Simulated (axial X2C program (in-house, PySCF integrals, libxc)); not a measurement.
**Potential curves of InS, with spin–orbit coupling**

Calculated with an axial X2C code built on PySCF integrals. Two-component (2c) means X2C with spin–orbit coupling and atomic mean-field two-electron Coulomb and Gaunt terms. Basis: In dyall-cv3z [11s12p9d4f1g], S dyall-av3z [9s8p3d2f] (cores contracted in-house); Gaussian nuclei, density fitting, unrestricted open shells. Masses: In 114.904 u, S 31.972 u.

State: Ω = 1/2 (⟨Sz⟩ = 0.50, ⟨Lz⟩ = 0.00 at PBE). Energies in eV from the lowest point of each curve. Fits are polynomials in 1 − R0/R over 0.85 to 1.23 times the lowest point R0.

| R (Å) | PBE |
| --- | --- |
| 1.9897 | 0.9486 |
| 2.0812 | 0.3931 |
| 2.1498 | 0.1588 |
| 2.2184 | 0.0377 |
| 2.2870 | 0.0000 |
| 2.3670 | 0.0307 |
| 2.4471 | 0.1161 |
| 2.5500 | 0.2736 |
| 2.6758 | 0.5025 |
| 2.8587 | 0.8518 |
| 3.1103 | 1.3040 |
| 3.4305 | 1.7928 |

One determinant describes the state; a PBE0 search over occupations chose it and may have missed a lower one. Density functionals use the spin component along the axis (collinear). Other states lie close and PBE0, whose exact exchange favours high spin, may order them wrongly; the determinant shown need not be the ground state. The nearest other 2c determinant of the search, Ω = 3/2, lies 0.35 eV up at the distance of the search. At some level and bond length an empty orbital lies below a filled one.

(1) Fit the PBE curve near its minimum: give the equilibrium distance and the harmonic wavenumber.

Results:

(1) At PBE, 2c: Re = 2.292 Å, ωe ≈ 367 cm⁻¹; Be follows as 0.128 cm⁻¹.
